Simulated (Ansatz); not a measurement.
Molecular dynamics of C3H9BF, charge -1

Input:

```yaml
crystal:
  periodic: [false, false, false]
  atoms:
    - { symbol: F, position_ang: [0.270965, -0.597458, -2.923531] }
    - { symbol: C, position_ang: [1.31858, -0.249835, 0.972415] }
    - { symbol: B, position_ang: [-0.037565, 0.209373, 0.23428] }
    - { symbol: C, position_ang: [-0.048372, 1.140567, -0.844678] }
    - { symbol: C, position_ang: [-1.37254, -0.512158, 0.773954] }
    - { symbol: H, position_ang: [1.294823, -0.042047, 2.053619] }
    - { symbol: H, position_ang: [2.212071, 0.250902, 0.576723] }
    - { symbol: H, position_ang: [1.500161, -1.332184, 0.884497] }
    - { symbol: H, position_ang: [0.155497, -0.036319, -2.078542] }
    - { symbol: H, position_ang: [0.825244, 1.727719, -1.141487] }
    - { symbol: H, position_ang: [-0.965293, 1.55332, -1.274597] }
    - { symbol: H, position_ang: [-1.557151, -0.301394, 1.838971] }
    - { symbol: H, position_ang: [-1.320926, -1.609069, 0.69585] }
    - { symbol: H, position_ang: [-2.275595, -0.201215, 0.232427] }
total_charge: -1
basis:
  gaussian: { orbitals: STO-3G }
hamiltonian:
  xc: pbe0
  dispersion: d4
md:
  timestep: 0.5
  n_steps: 289
  ensemble: nve
  temperature: 300.0
  initial_velocities: maxwell_boltzmann
  seed: 125995
```

Run as:

```bash
$ ansatz run input.yaml --threads 1 --pin off --max-ram 2048MiB --backend cpu --events-out ev --progress --plain --runs-dir out
```

It starts from a relaxed structure.

Output, in part (step lines, the closing report, with atoms numbered from 0):

```
md step     0: t =     0.00 fs  T =   300.0 K  F+E_penalty+E_count = -6554.44288686 eV  E_kin = 0.465336 eV  conserved = -6553.97755087 eV  (21 SCF iters)
[... lines left out ...]
Total energy: -6554.20075549 eV, -240.8624351674 hartree
Atom 0 at     0.189769    -0.657647    -2.908238 Å, force     0.076117     0.360198     0.148692 eV/Å
Atom 1 at     1.303065    -0.215274     1.025983 Å, force     0.710439    -0.020870    -0.187026 eV/Å
Atom 2 at    -0.030191     0.279286     0.229345 Å, force     0.346016    -2.211730     1.815717 eV/Å
Atom 3 at     0.020537     1.211374    -0.803663 Å, force     0.049032     1.159876    -1.004338 eV/Å
Atom 4 at    -1.335184    -0.589236     0.671281 Å, force    -0.153323     0.715872    -0.189749 eV/Å
Atom 5 at     1.284706     0.029262     2.124025 Å, force    -0.098275    -0.338345    -0.842734 eV/Å
Atom 6 at     2.214833     0.300083     0.618351 Å, force    -0.588171    -0.633779     0.396556 eV/Å
Atom 7 at     1.466430    -1.331373     0.934077 Å, force    -0.032283     1.152554     0.232783 eV/Å
Atom 8 at     0.174472     0.016522    -2.141023 Å, force    -0.185871    -0.213223     0.154340 eV/Å
Atom 9 at     0.963127     1.730754    -1.045280 Å, force    -0.585367     0.198545    -0.003600 eV/Å
Atom 10 at    -0.891566     1.723645    -1.138920 Å, force     0.416707    -0.081726    -0.505600 eV/Å
Atom 11 at    -1.556019    -0.511700     1.765142 Å, force     0.050358    -0.226975    -0.728247 eV/Å
Atom 12 at    -1.189900    -1.663908     0.419429 Å, force    -0.159389     0.496737     0.287577 eV/Å
Atom 13 at    -2.227337    -0.236013     0.112760 Å, force     0.154011    -0.357133     0.425629 eV/Å
Dipole moment:     0.000238    -0.165593     0.145053 e Å
```

The steps, from the saved trajectory:

```csv
time (fs),T (K),potential energy less start (eV),conserved less start (meV/atom)
0.0,300,0.000,0.00
4.5,169,0.204,0.08
9.0,168,0.205,0.09
13.5,138,0.254,0.15
18.0,118,0.284,0.18
22.5,102,0.309,0.17
27.0,81,0.342,0.17
31.5,173,0.199,0.11
36.0,138,0.253,0.10
40.5,198,0.159,0.06
45.0,220,0.125,0.07
49.5,166,0.209,0.09
54.0,153,0.229,0.11
58.5,103,0.309,0.16
63.0,144,0.243,0.13
67.5,99,0.313,0.13
72.0,79,0.345,0.13
76.5,153,0.230,0.07
81.0,135,0.258,0.09
85.5,189,0.173,0.07
90.0,152,0.231,0.11
94.5,201,0.155,0.11
99.0,133,0.262,0.16
103.5,115,0.289,0.15
108.0,158,0.222,0.12
112.5,113,0.292,0.12
117.0,124,0.273,0.08
121.5,125,0.273,0.09
126.0,164,0.212,0.09
130.5,173,0.198,0.10
135.0,159,0.220,0.13
139.5,192,0.170,0.12
144.0,153,0.230,0.13
```

All steps were run. The conserved energy stayed within 0.2 meV per atom of its start (net change 0.14 meV per atom), so the integration is sound. The temperature averaged 0.50 of the 300 K drawn at the start: a run that starts near a minimum puts about half its kinetic energy into the potential. A run of 0.14 ps of so small a system gives no equilibrium averages. Limits of this set-up: minimal basis, an anion without diffuse functions, the dipole of an ion depends on the origin.

The same pairs are bonded in the first frame and the last. Pairs count as bonded within 1.25 times the sum of covalent radii (0.12 Å more for H–H).

Last frame:

```xyz
14
Properties=species:S:1:pos:R:3
F 0.190 -0.658 -2.908
C 1.303 -0.215 1.026
B -0.030 0.279 0.229
C 0.021 1.211 -0.804
C -1.335 -0.589 0.671
H 1.285 0.029 2.124
H 2.215 0.300 0.618
H 1.466 -1.331 0.934
H 0.174 0.017 -2.141
H 0.963 1.731 -1.045
H -0.892 1.724 -1.139
H -1.556 -0.512 1.765
H -1.190 -1.664 0.419
H -2.227 -0.236 0.113
```

Time of the run: 18 min on 1 thread of Arm Neoverse N1 (shared host), peak memory 0.093 GiB.
